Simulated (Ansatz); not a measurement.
Geometry optimisation, RKS PBE0-D4/def2-mTZVP (Ansatz 0.2.0).

input.yaml

```yaml
crystal:
  periodic: [false, false, false]
  atoms:
    - { symbol: C, position_ang: [-1.4679, 1.3175, 0.9686] }
    - { symbol: C, position_ang: [-0.6728, 0.5648, 0.0144] }
    - { symbol: C, position_ang: [0.27727, 1.13292, -0.70328] }
    - { symbol: Si, position_ang: [1.32535, 0.33327, -2.05417] }
    - { symbol: O, position_ang: [0.49699, -0.85091, -2.80897] }
    - { symbol: H, position_ang: [-1.4318, 1.0248, 1.9879] }
    - { symbol: H, position_ang: [-1.1891, 2.4165, 0.9341] }
    - { symbol: H, position_ang: [-2.5285, 1.3135, 0.6516] }
    - { symbol: H, position_ang: [-0.89937, -0.45975, -0.08443] }
    - { symbol: H, position_ang: [0.47866, 2.23467, -0.62758] }
    - { symbol: H, position_ang: [1.80548, 1.35444, -2.9442] }
    - { symbol: H, position_ang: [2.49718, -0.28115, -1.34077] }
    - { symbol: H, position_ang: [-0.45162, -0.62521, -2.96378] }
basis:
  gaussian: { orbitals: def2-mTZVP }
hamiltonian:
  xc: pbe0
  dispersion: d4
relax:
  f_tol: 0.015
  max_steps: 40
```

Command:

```bash
$ ansatz run input.yaml --threads 2 --pin off --max-ram 3072MiB --backend cpu --events-out ev --progress --plain --runs-dir out
```

Problem. Where does it end, and by what steps?

Solution. The forces met the threshold. After 14 steps the energy has fallen by 0.342 eV; H9 moved furthest, 0.38 Å.

| step | energy less start (eV) | largest force component (eV/Å) | accepted |
| --- | --- | --- | --- |
| 0 | 0.0000 | 2.652 | yes |
| 1 | -0.2535 | 0.956 | yes |
| 2 | -0.3028 | 0.353 | yes |
| 3 | -0.3191 | 0.155 | yes |
| 4 | -0.3231 | 0.212 | yes |
| 5 | -0.3298 | 0.120 | yes |
| 6 | -0.3327 | 0.218 | yes |
| 7 | -0.2792 | 0.981 | no |
| 8 | -0.3381 | 0.085 | yes |
| 9 | -0.3393 | 0.089 | yes |
| 10 | -0.3400 | 0.092 | yes |
| 11 | -0.3410 | 0.065 | yes |
| 12 | -0.3414 | 0.038 | yes |
| 13 | -0.3416 | 0.025 | yes |
| 14 | -0.3418 | 0.013 | yes |

```xyz
13
Properties=species:S:1:pos:R:3
C -1.527 1.376 0.973
C -0.714 0.718 -0.088
C 0.359 1.238 -0.684
Si 1.314 0.347 -2.005
O 0.521 -1.027 -2.497
H -1.530 0.774 1.888
H -1.146 2.369 1.216
H -2.572 1.473 0.662
H -1.045 -0.280 -0.381
H 0.683 2.234 -0.379
H 1.544 1.274 -3.153
H 2.632 -0.126 -1.509
H -0.280 -0.895 -3.014
```

Whether the end is a true minimum wasn't checked by a vibrational analysis.

Run time: 55 s on 2 threads of Arm Neoverse V2, with other jobs on the host, peak memory 0.3 GiB.
